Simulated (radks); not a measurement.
Q: The table gives one normalised radial function P(r) = r R(r) (large component) of Mo in [Kr] 4d5 5p1 (r in bohr). Method: Dirac Kohn-Sham, LDA (Slater exchange, Perdew-Wang correlation), spin-unpolarised, spherical densities, point nucleus; open shells fill j = l - 1/2 first; computed with a radial shooting solver on a logarithmic mesh with Libxc functionals.

r           P
0.003453   0.0000
0.005449   0.0001
0.008597   0.0003
0.01356    0.0011
0.0214     0.0037
0.03376    0.0119
0.05327    0.0354
0.08405    0.0930
0.1326     0.2015
0.2092     0.3246
0.3301     0.3128
0.5208     0.0075
0.8217    -0.4764
1.296     -0.7432
2.045     -0.6224
3.227     -0.3372
5.092     -0.1149
8.033     -0.0199
12.67     -0.0011

Which n and l does it have? It may be an empty orbital.

A: n = 4, l = 2: the number of nodes gives n - l - 1 = 1, the rise at small r points to l (for j = l - 1/2 the large component starts as r^gamma with gamma = sqrt(l^2 - (Z/c)^2) = 1.98 and the r^(l+1) term takes over further out; the orbital of l - 1 with the same j starts with the same power, but with a larger coefficient, and does not steepen), and the extent must fit the shell. The curve is that of 4d3/2; the two j differ most near the nucleus, where j = l - 1/2 has the larger amplitude, and in heavy atoms j = l - 1/2 is also the more compact. 4d3/2: eigenvalue -5.190 eV, 1 radial node at r = 0.525 bohr, <r> = 1.95 bohr, 90 % of the charge inside 3.22 bohr.
